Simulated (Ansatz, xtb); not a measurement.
## Relative energy of two isomers of CH9FSi3

Structure a is `C[Si](F)([SiH3])[SiH3]`, a singlet and structure b is `C[Si@@H]([SiH3])[SiH2]F`, a singlet. Both are isolated molecules in the gas phase, relaxed with r2SCAN-D4/def2-SVP; each stands in its lowest conformer found.

a (Å):

```xyz
14

C    -1.5136   -0.5355    1.2408
F    -1.0914   -2.0697   -1.1238
Si   -0.5851   -0.6924   -0.3797
Si   -1.0629    1.1150   -1.8063
Si    1.7298   -0.8817   -0.0120
H    -1.3138   -1.4002    1.8942
H    -1.2054    0.3770    1.7774
H    -2.6005   -0.4799    1.0680
H    -0.3615    0.9639   -3.1177
H    -2.5342    1.2290   -2.0538
H    -0.5914    2.3799   -1.1580
H     2.2152    0.3664    0.6583
H     2.0387   -2.0469    0.8745
H     2.4678   -1.0455   -1.3015
```

b (Å):

| atom | x (Å) | y (Å) | z (Å) |
| --- | --- | --- | --- |
| C | 0.8919 | -1.6981 | -1.3105 |
| F | 0.9891 | -0.9198 | 2.8158 |
| Si | 1.2132 | -0.1300 | -0.3016 |
| Si | -0.7961 | 0.9541 | 0.2505 |
| Si | 2.2108 | -0.6007 | 1.7700 |
| H | 0.2444 | -2.3920 | -0.7518 |
| H | 1.8342 | -2.2194 | -1.5420 |
| H | 0.3922 | -1.4562 | -2.2619 |
| H | 2.1068 | 0.8109 | -1.0543 |
| H | -1.7036 | -0.0160 | 0.9361 |
| H | -1.4906 | 1.4710 | -0.9705 |
| H | -0.5325 | 2.1013 | 1.1719 |
| H | 3.1101 | -1.7949 | 1.7532 |
| H | 2.9704 | 0.5705 | 2.3018 |

Estimate which is lower in electronic energy at CCSD(T)/def2-SVP + ΔMP2/def2-TZVPP, and by roughly how much.

Too close to call at this level: CCSD(T)/def2-SVP + ΔMP2/def2-TZVPP gives E(b) − E(a) = +0.028 eV.

Level by level:

```tsv
level	geometry	E(b) − E(a) (eV)	departure from the last row (eV)	job, with rough time for the two
r2SCAN-D4/def2-SVP	r2SCAN-D4/def2-SVP	+0.045	+0.017	optimisation, 1.8 min
HF/def2-SVP	r2SCAN-D4/def2-SVP	+0.010	−0.018	part of the CCSD(T) run
MP2/def2-SVP	r2SCAN-D4/def2-SVP	−0.007	−0.036	part of the CCSD(T) run
CCSD(T)/def2-SVP	r2SCAN-D4/def2-SVP	+0.009	−0.019	single point
CCSD(T)/def2-SVP + ΔMP2/def2-TZVPP	r2SCAN-D4/def2-SVP	+0.028		single point, 50 s
```

As drawn, both hold the same kinds of bond in the same numbers.

The largest departure from CCSD(T)/def2-SVP + ΔMP2/def2-TZVPP is that of MP2/def2-SVP, 0.036 eV. Levels run at GFN2-xTB geometries aren't shown. The last row adds to CCSD(T) the change of the MP2 difference between the two basis sets, here +0.019 eV.

With thermal terms from frequencies at re-optimised GFN2-xTB minima (ideal gas, soft modes damped towards free rotors, one conformer each, 298.15 K, 1 atm): on the last row, ΔE + ΔZPE = +0.047, ΔH = +0.034, ΔG = +0.062 eV.

The correlated steps freeze 17 core orbitals. Mirror images aren't counted in ΔG. Codes used: Ansatz 0.2.0, xtb 6.7.1; the last row on 2 threads of Intel(R) Xeon(R) Processor @ 2.70GHz on a shared host.
